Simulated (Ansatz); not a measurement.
This geometry of FGeH$_{3}$ (5 atoms, charge 0, multiplicity 1) is a first-order saddle point.

Theory: RKS BLYP-D4/def2-SVP in Ansatz 0.2.0.

```xyz
5
Properties=species:S:1:pos:R:3
Ge 0.296 -0.021 -0.450
H 0.560 -0.254 1.319
H 1.622 0.133 0.365
F -0.672 1.467 -0.374
H -0.592 -1.219 0.000
```

Question: Which two structures does it join? (They come from a converged band through this point; their orientation in space is the band's.)

Answer: Bonds broken: Ge1–H2, Ge1–H3. Bonds formed: H2–H3. FGeH3 becomes FGeH + H2.

Image 0:

```xyz
5
Properties=species:S:1:pos:R:3
Ge 0.283 -0.048 0.200
H 0.246 0.012 1.750
H 1.732 0.012 -0.351
F -0.547 1.399 -0.386
H -0.500 -1.269 -0.354
```

Image 8:

```xyz
5
Properties=species:S:1:pos:R:3
Ge 0.057 -0.043 -0.949
H 1.114 -0.293 1.341
H 1.677 0.069 0.952
F -0.870 1.428 -0.530
H -0.764 -1.055 0.045
```

Question: How far does it lie above each of them?

Answer: 2.29 eV above the first and 1.31 eV above the second. This is the barrier of this one path; another mechanism may lie lower. The orbitals stay closed-shell, which can raise the energy where a bond breaks towards radicals; this wasn't checked here.

Run time: 72 s on 1 thread of Arm Neoverse V2, with other jobs on the host, peak memory 0.1 GiB.
